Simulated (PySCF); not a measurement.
## Radial density of Mg⁺ (magnesium, charge +1)

r2SCAN, [Ne] 3s1, 2S determinant. All numbers are calculated (PySCF 2.14, the non-relativistic Hamiltonian (point nucleus), in cc-pVTZ).

```csv
r (bohr),4πr²ρ (e/bohr),4πr²(ρα − ρβ)
0.00188,0.04624,0.0001
0.00316,0.1267,0.0002
0.00531,0.3406,0.0006
0.00893,0.8832,0.0016
0.0150,2.161,0.0039
0.0253,4.786,0.0085
0.0425,8.993,0.0154
0.0715,12.88,0.0188
0.120,12.12,0.0076
0.202,7.781,-0.0030
0.340,8.980,0.0412
0.572,10.79,0.0521
0.962,4.838,0.0029
1.62,0.8028,0.2586
2.72,0.4055,0.3964
4.58,0.08090,0.0809
7.70,0.0006776,0.0007
```

Task: Where is the radial spin density 4πr²(ρα − ρβ) most negative, and why is it negative at all?

Result: Around r = 0.202 bohr, down to -0.0030 e/bohr: exchange with the open shell polarises the paired shells in an unrestricted calculation.
